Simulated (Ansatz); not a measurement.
Wavefunction ladder for AlBClH$_{4}$N (`B[NH][AlH][Cl]`)

```xyz
8

B    -0.197    1.018    0.576
N    -0.484   -0.303    0.819
Al    0.168   -0.789   -0.799
Cl    2.149   -1.487   -0.901
H     0.269    1.184   -0.577
H    -0.309    1.992    1.253
H    -0.844   -0.660    1.686
H    -0.752   -0.954   -2.057
```

The species carries charge 0 and has multiplicity 1. The geometry is a stationary point of PBE0-D4/def2-TZVP. It is one conformer, not always the lowest. Frozen core, restricted reference, the Gaussian-basis code of Ansatz. CBS rows extrapolate triple and quadruple zeta; past MP2 they add the triple-zeta difference.

| basis | HF (Eh) | MP2 corr. | CCSD corr. | (T) | CCSD(T) total |
| --- | --- | --- | --- | --- | --- |
| def2-SVP | -782.73200 | ? | -0.49517 | ? | ? |
| def2-TZVPP | -783.06756 | -0.58191 | ? | -0.02499 | ? |
| def2-QZVPP | -783.09182 | -0.62937 | – | – | – |
| CBS(def2) | -783.09516 | ? | -0.70675 | as TZ | ? |

Task: Fill in the withheld values. (Best estimate.)

Result: The calculation gave: def2-SVP MP2 corr.: -0.45271; def2-SVP (T): -0.01308; def2-SVP CCSD(T) total: -783.24025; def2-TZVPP CCSD corr.: -0.62415; def2-TZVPP CCSD(T) total: -783.71670; CBS(def2) MP2 corr.: -0.66452; CBS(def2) CCSD(T) total: -783.82690.
